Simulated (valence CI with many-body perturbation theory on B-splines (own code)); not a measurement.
## E1 line list for Lu³⁸⁺

Method: configuration interaction combined with many-body perturbation theory (CI+MBPT): five valence electrons over a frozen Dirac-Fock core [Ar] 3d10, a basis of 11 s, 11 p, 10 d, 8 f, 5 g, 2 h functions for each j, with the one-electron correlation potential Σ1, the two-electron term Σ2, the three-electron term Σ3, Breit, model QED; selected CI, second order for the rest, scaled by the run's own slope (own B-spline code, finite nucleus).

No measured spectrum was set against this ion. As an estimate, large intervals hold to a few tenths of a per cent, small ones and those within an open d or f shell to about a per cent. Among the levels kept, up to 2100 cm⁻¹ of a level comes from second order outside the variational space, and about a tenth of that is noise between levels of different J, which matters for small intervals.

Lines 151 to 200 of 524 in falling wavelength, among levels below 3885.0 × 10³ cm⁻¹, chosen from the strongest by gf and those to the six lowest levels. Wavelengths and rates use the calculated energies. Electric multipoles are in the length gauge with retardation, E1 and E2 with the static RPA response of the core. Weak lines are less certain than strong ones. Lines between different terms over intervals too small for the method are left out, as are lines whose strength nearly cancels. Where a level lies close to another of its J and parity, the split of strength between their lines is uncertain. The highest levels of a list are the least certain.

Levels are named by their leading jj configuration (3d3/2^4 stands for four electrons in 3d with j = 3/2), which in mixed levels can hold well under half, so a name can repeat and another be missing. Letters in brackets count levels of one name in rising energy.

| λ vac (Å) | Upper | Lower | A (s⁻¹) | log gf | Branch % |
| --- | --- | --- | --- | --- | --- |
| 72.26 | (4s^2 4p1/2 4p3/2 4d5/2) J=7/2 [b] | (4s^2 4p1/2 4p3/2^2) J=5/2 | 3.73e+11 | 0.37 | 100.0 |
| 72.06 | (4s 4p1/2 4p3/2^2 4d5/2) J=3/2 [g] | (4s^2 4p1/2 4p3/2 4d5/2) J=5/2 [b] | 4.65e+10 | -0.84 | 3.9 |
| 72.06 | (4s 4p1/2 4p3/2^2 4d5/2) J=3/2 [b] | (4s^2 4p1/2 4p3/2 4d3/2) J=1/2 [b] | 4.39e+10 | -0.86 | 4.9 |
| 72.00 | (4s^2 4p1/2 4p3/2 4f7/2) J=5/2 | (4s^2 4p1/2 4p3/2 4d5/2) J=3/2 [a] | 1.01e+11 | -0.33 | 55.2 |
| 71.95 | (4s^2 4p3/2 4d3/2 4d5/2) J=5/2 [c] | (4s^2 4p3/2^2 4d3/2) J=3/2 [a] | 1.71e+11 | -0.10 | 11.6 |
| 71.89 | (4s^2 4p1/2 4p3/2 4f7/2) J=7/2 [b] | (4s^2 4p1/2 4p3/2 4d5/2) J=5/2 [a] | 8.28e+10 | -0.29 | 31.4 |
| 71.86 | (4s 4p1/2 4p3/2^2 4d5/2) J=3/2 [b] | (4s^2 4p1/2 4p3/2 4d3/2) J=3/2 [b] | 3.65e+10 | -0.95 | 4.0 |
| 71.82 | (4s 4p1/2 4p3/2^2 4d5/2) J=5/2 [f] | (4s^2 4p1/2 4p3/2 4d5/2) J=7/2 [b] | 5.21e+10 | -0.62 | 5.4 |
| 71.77 | (4s 4p1/2 4p3/2^2 4d5/2) J=5/2 [f] | (4s^2 4p1/2 4p3/2 4d5/2) J=5/2 [b] | 6.45e+10 | -0.52 | 6.7 |
| 71.77 | (4s^2 4p3/2 4d3/2 4d5/2) J=3/2 [b] | (4s^2 4p3/2^2 4d3/2) J=5/2 | 1.71e+11 | -0.28 | 17.6 |
| 71.74 | (4s^2 4p3/2 4d3/2 4d5/2) J=7/2 [c] | (4s^2 4p3/2^2 4d3/2) J=5/2 | 1.93e+11 | 0.08 | 13.2 |
| 71.66 | (4s 4p1/2^2 4p3/2 4d5/2) J=7/2 [c] | (4s^2 4p1/2^2 4d5/2) J=5/2 | 4.87e+11 | 0.48 | 95.5 |
| 71.63 | (4s 4p1/2 4p3/2^2 4d5/2) J=5/2 [b] | (4s^2 4p1/2 4p3/2 4d3/2) J=5/2 [b] | 2.64e+10 | -0.91 | 6.4 |
| 71.54 | (4s 4p1/2 4p3/2^2 4d5/2) J=3/2 [b] | (4s^2 4p1/2 4p3/2 4d3/2) J=5/2 [b] | 1.86e+11 | -0.24 | 20.6 |
| 71.50 | (4s 4p1/2^2 4p3/2 4d5/2) J=3/2 [b] | (4s^2 4p1/2^2 4d5/2) J=5/2 | 1.86e+11 | -0.24 | 41.3 |
| 71.50 | (4s 4p1/2^2 4d3/2 4d5/2) J=5/2 [b] | (4s 4p1/2^2 4p3/2 4d3/2) J=5/2 [a] | 9.74e+10 | -0.35 | 42.3 |
| 71.48 | (4s^2 4p1/2 4d3/2 4d5/2) J=1/2 | (4s^2 4p1/2 4p3/2 4d3/2) J=1/2 [a] | 3.69e+11 | -0.25 | 76.9 |
| 71.47 | (4s^2 4p3/2 4d3/2 4d5/2) J=3/2 [b] | (4s^2 4p3/2^2 4d3/2) J=1/2 | 8.20e+10 | -0.60 | 8.4 |
| 71.47 | (4s 4p1/2 4p3/2^2 4d5/2) J=5/2 [i] | (4s 4p1/2 4p3/2^3) J=3/2 | 6.09e+11 | 0.45 | 52.6 |
| 71.45 | (4s^2 4p1/2 4p3/2 4f5/2) J=3/2 | (4s^2 4p1/2 4p3/2 4d5/2) J=3/2 [a] | 4.51e+10 | -0.86 | 7.4 |
| 71.43 | (4s 4p1/2 4p3/2^2 4d3/2) J=7/2 [b] | (4s^2 4p1/2 4p3/2 4d3/2) J=5/2 [a] | 3.33e+10 | -0.69 | 13.3 |
| 71.40 | (4s 4p1/2 4p3/2^2 4d5/2) J=1/2 [b] | (4s^2 4p1/2 4p3/2 4d5/2) J=3/2 [a] | 1.41e+11 | -0.67 | 26.4 |
| 71.40 | (4s^2 4p1/2 4p3/2 4d5/2) J=3/2 [b] | (4s^2 4p1/2 4p3/2^2) J=3/2 | 3.01e+11 | -0.04 | 88.8 |
| 71.39 | (4s 4p1/2 4p3/2^2 4d5/2) J=5/2 [e] | (4s^2 4p1/2 4p3/2 4d5/2) J=3/2 [b] | 1.83e+11 | -0.08 | 15.1 |
| 71.39 | (4s^2 4p1/2 4p3/2 4f5/2) J=9/2 | (4s^2 4p1/2 4p3/2 4d5/2) J=9/2 | 6.93e+10 | -0.28 | 9.0 |
| 71.37 | (4s 4p1/2 4p3/2^2 4d3/2) J=1/2 [c] | (4s^2 4p1/2 4p3/2 4d3/2) J=3/2 [b] | 2.22e+11 | -0.47 | 14.7 |
| 71.35 | (4s 4p1/2 4p3/2^2 4d5/2) J=3/2 [f] | (4s^2 4p1/2 4p3/2 4d5/2) J=3/2 [b] | 2.80e+11 | -0.07 | 24.7 |
| 71.32 | (4s^2 4p1/2 4d5/2^2) J=1/2 | (4s^2 4p1/2 4p3/2 4d5/2) J=1/2 | 2.59e+11 | -0.40 | 33.7 |
| 71.30 | (4s^2 4p3/2 4d3/2 4d5/2) J=5/2 [d] | (4s^2 4p3/2^2 4d3/2) J=3/2 [a] | 4.50e+10 | -0.69 | 6.8 |
| 71.29 | (4s^2 4p3/2 4d3/2 4d5/2) J=1/2 | (4s^2 4p3/2^2 4d3/2) J=1/2 | 1.11e+11 | -0.77 | 7.1 |
| 71.28 | (4s^2 4p3/2 4d3/2 4d5/2) J=1/2 | (4s^2 4p3/2^2 4d3/2) J=3/2 [a] | 3.47e+11 | -0.28 | 22.2 |
| 71.27 | (4s^2 4p1/2 4p3/2 4f7/2) J=7/2 [b] | (4s^2 4p1/2 4p3/2 4d5/2) J=7/2 [a] | 1.19e+11 | -0.14 | 45.3 |
| 71.16 | (4s 4p1/2 4p3/2^2 4d5/2) J=5/2 [b] | (4s^2 4p1/2 4p3/2 4d5/2) J=5/2 [a] | 3.80e+10 | -0.76 | 9.2 |
| 71.07 | (4s 4p1/2 4p3/2^2 4d5/2) J=3/2 [b] | (4s^2 4p1/2 4p3/2 4d5/2) J=5/2 [a] | 5.18e+10 | -0.80 | 5.7 |
| 71.06 | (4s 4p1/2 4p3/2^2 4d5/2) J=1/2 [c] | (4s^2 4p1/2 4p3/2 4d5/2) J=3/2 [a] | 1.49e+11 | -0.65 | 25.5 |
| 71.02 | (4s^2 4p1/2 4p3/2 4f7/2) J=11/2 | (4s^2 4p1/2 4p3/2 4d5/2) J=9/2 | 2.62e+11 | 0.38 | 98.8 |
| 70.99 | (4s 4p1/2 4p3/2^2 4d3/2) J=5/2 [c] | (4s^2 4p1/2 4p3/2 4d3/2) J=5/2 [a] | 1.16e+11 | -0.28 | 36.1 |
| 70.98 | (4s^2 4p1/2 4p3/2 4f7/2) J=9/2 [c] | (4s^2 4p1/2 4p3/2 4d5/2) J=7/2 [b] | 6.51e+11 | 0.69 | 90.1 |
| 70.94 | (4s 4p1/2^2 4p3/2^2) J=1/2 | (4s^2 4p1/2^2 4p3/2) J=3/2 | 1.70e+11 | -0.59 | 88.3 |
| 70.91 | (4s 4p1/2 4p3/2^2 4d5/2) J=5/2 [g] | (4s^2 4p1/2 4p3/2 4d5/2) J=7/2 [b] | 1.99e+11 | -0.05 | 25.5 |
| 70.87 | (4s 4p1/2 4p3/2^2 4d5/2) J=5/2 [g] | (4s^2 4p1/2 4p3/2 4d5/2) J=5/2 [b] | 1.61e+11 | -0.14 | 20.6 |
| 70.84 | (4s^2 4p1/2 4p3/2 4d5/2) J=3/2 [c] | (4s^2 4p1/2 4p3/2^2) J=5/2 | 1.91e+11 | -0.24 | 42.7 |
| 70.84 | (4s 4p1/2 4p3/2^2 4d5/2) J=3/2 [g] | (4s^2 4p1/2 4p3/2 4d5/2) J=3/2 [b] | 3.29e+11 | 0.00 | 27.6 |
| 70.84 | (4s 4p1/2 4p3/2^2 4d3/2) J=5/2 [d] | (4s^2 4p1/2 4p3/2 4d3/2) J=7/2 | 1.00e+11 | -0.35 | 23.2 |
| 70.76 | (4s 4p1/2 4p3/2^2 4d5/2) J=3/2 [h] | (4s^2 4p1/2 4p3/2 4d5/2) J=5/2 [b] | 1.71e+11 | -0.29 | 20.8 |
| 70.72 | (4s^2 4p1/2 4p3/2 4f7/2) J=9/2 [a] | (4s^2 4p1/2 4p3/2 4d5/2) J=7/2 [a] | 1.35e+11 | 0.01 | 62.9 |
| 70.71 | (4s 4p1/2 4p3/2^2 4d5/2) J=5/2 [h] | (4s^2 4p1/2 4p3/2 4d5/2) J=5/2 [c] | 5.40e+11 | 0.39 | 50.7 |
| 70.65 | (4s 4p1/2 4p3/2^2 4d5/2) J=3/2 [h] | (4s^2 4p1/2 4p3/2 4d5/2) J=1/2 | 4.22e+11 | 0.10 | 51.3 |
| 70.64 | (4s 4p1/2 4p3/2^2 4d5/2) J=7/2 [g] | (4s^2 4p1/2 4p3/2 4d5/2) J=5/2 [c] | 5.38e+11 | 0.51 | 44.6 |
| 70.57 | (4s 4p1/2 4p3/2^2 4d5/2) J=5/2 [f] | (4s^2 4p1/2 4p3/2 4d5/2) J=3/2 [b] | 2.02e+11 | -0.04 | 21.0 |

(1) How does gf follow from A for the line at 71.06 Å?

Answers

(1) gf = 1.4992 × (2J+1)_upper × A / σ², with σ = 1407194 cm⁻¹ and 2J+1 = 2: gf = 0.226.
